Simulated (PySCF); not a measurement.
Structure problem from calculated spectra and properties.

Formula: C5H2ClF3S2.

* 13C NMR: chemical shifts (computed TMS as zero) by class: 154.5 (1 C), 144.9 (1 C), 140.5 (1 C), 134.0 (1 C), 133.0 (1 C) ppm [GIAO PBE0/pcSseg-1]
* NMR, other nuclei: isotropic shieldings of nuclei other than C and H, by class: 230 (3 F), 218 (1 S), 380 (1 S), 728 (1 Cl) ppm [GIAO PBE0/pcSseg-1]
* 1H NMR: chemical shifts (computed TMS as zero) by class: 7.54 (1 H), 7.10 (1 H) ppm [GIAO PBE0/pcSseg-1]
* Rotational structure: rotational constants A, B, C: 1.919, 0.356, 0.350 GHz [GFN2-xTB]
* Dipole: 1.48 D [PBE0/pcSseg-1]

Gas-phase values; electronic properties from PySCF, density fitting. Levels stand in brackets. Geometry: GFN2-xTB, one conformer, isolated molecule. Each NMR value is the plain mean over a class of atoms that symmetry, rotation or inversion makes alike.

**Question.** What is the compound? Reason from the data.

**Answer.** Numbering: `[F:1][C:2]([F:3])([F:4])[S:5][c:6]1[cH:7][cH:8][c:9]([Cl:10])[s:11]1`. Its formula, C5H2ClF3S2, gives 3 degrees of unsaturation: 1 ring and 2 π bonds in the structure found (Kekulé form). 5 carbons fall into 5 classes; from least to most shielded: aromatic C–Cl carbon [C9] (154.5 ppm), aromatic CH carbon [C7] (144.9 ppm), CF3 carbon [C2] (140.5 ppm), substituted aromatic carbon [C6] (134.0 ppm), aromatic CH carbon [C8] (133.0 ppm). Hydrogen classes from least to most shielded: 1 H on an aromatic CH carbon, C7 (7.54 ppm), 1 H on an aromatic CH carbon, C8 (7.10 ppm). The other shieldings belong to: 230 ppm, fluorine of a CF3 group [F1/F3/F4]; 218 ppm, thiophene-type sulfur [S11]; 380 ppm, sulfide sulfur [S5]; 728 ppm, aryl chlorine [Cl10]. The optimised geometry has point group C1 and is an asymmetric top. Structure: `c1(Cl)ccc(s1)SC(F)(F)F`. The assignments are read from this structure; whether some other isomer fits the data as well wasn't checked.

Shape of the structure used: `[F:1][C:2]([F:3])([F:4])[S:5][c:6]1[cH:7][cH:8][c:9]([Cl:10])[s:11]1`: F1–C2–S5–C6 -53°, C2–S5–C6–C7 -76°.
